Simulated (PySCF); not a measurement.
Compound: CH6AsGeN.
Bonds: C1–N2 (double), N2–Ge3, Ge3–As4. Hydrogens: H5, H6 on C1; H7, H8 on Ge3; H9, H10 on As4.

Theory: core-valence-separated Tamm–Dancoff BHandHLYP/aug-pcX-1 (pcseg-1 on H, def2-SVPD on Ge, def2-SVPD on As) in PySCF, non-relativistic, gas phase, PBE0-D3(BJ)/def2-SVP geometry. No empirical shift is added; at this level the pattern usually sits a few eV under experiment.

**Question.** List the nitrogen K-edge absorption lines.

**Answer.** 
| E (eV) | f | core hole on | main final orbital |
| --- | --- | --- | --- |
| 395.76 | 0.0585 | N2 | LUMO (80 %) |
| 399.17 | 0.0319 | N2 | LUMO+2 (34 %) |
| 400.87 | 0.0018 | N2 | LUMO+4 (32 %) |
| 400.98 | 0.0005 | N2 | LUMO+1 (44 %) |
| 401.63 | 0.0030 | N2 | LUMO+5 (59 %) |
| 401.67 | 0.0007 | N2 | LUMO+3 (32 %) |
| 401.88 | 0.0033 | N2 | LUMO+7 (82 %) |

The first line with a tenth or more of the strongest one's intensity is at 395.76 eV (f = 0.059), with the hole on N2 (C=N nitrogen). It is also the strongest listed.

**Question.** What does the C 1s absorption edge look like?

**Answer.** 
| E (eV) | f | core hole on | main final orbital | polarisation |
| --- | --- | --- | --- | --- |
| 282.68 | 0.0691 | C1 | LUMO (75 %) | normal to the local trigonal plane |
| 287.12 | 0.0100 | C1 | LUMO+1 (39 %) | in the local trigonal plane |
| 287.56 | 0.0226 | C1 | LUMO+2 (44 %) | in the local trigonal plane |
| 287.98 | 0.0078 | C1 | LUMO+4 (32 %) | in the local trigonal plane |
| 288.36 | 0.0084 | C1 | spread (2 roots, f summed) | mixed |
| 288.88 | 0.0108 | C1 | LUMO+6 (35 %) | in the local trigonal plane |

The first line with a tenth or more of the strongest one's intensity is at 282.68 eV (f = 0.069), with the hole on C1 (C=N carbon), polarised normal to the local trigonal plane: a 1s→π* resonance. It is also the strongest listed.

Roots within 0.03 eV whose holes lie on the same, on equivalent or on shared atoms are summed into one line, and the highest roots are left out, as the search may have cut off their partners. Final orbitals are the ground state's empty Kohn–Sham orbitals. A dash: too weak, shared between unlike atoms, or no plane or axis to refer to.

**Question.** What is the summed oscillator strength of the listed N K lines, and their intensity-weighted mean energy?

**Answer.** Σf = 0.100 over 7 lines from 395.76 to 401.88 eV; the weighted mean is 397.39 eV. The strongest line holds 59 % of the sum.

The ionisation thresholds weren't computed; near and above them a finite basis only mimics Rydberg series and continuum. The BHandHLYP/aug-pcX-1 (pcseg-1 on H, def2-SVPD on Ge, def2-SVPD on As) calculation is non-relativistic and has no spin–orbit coupling, an omission that weighs most on arsenic and germanium.

The values belong to the conformer `[CH2:1]=[N:2][GeH2:3][AsH2:4]`: C1–N2–Ge3–As4 -2°, H–As4–Ge3–N2 -46°, H–As4–Ge3–N2 46°.
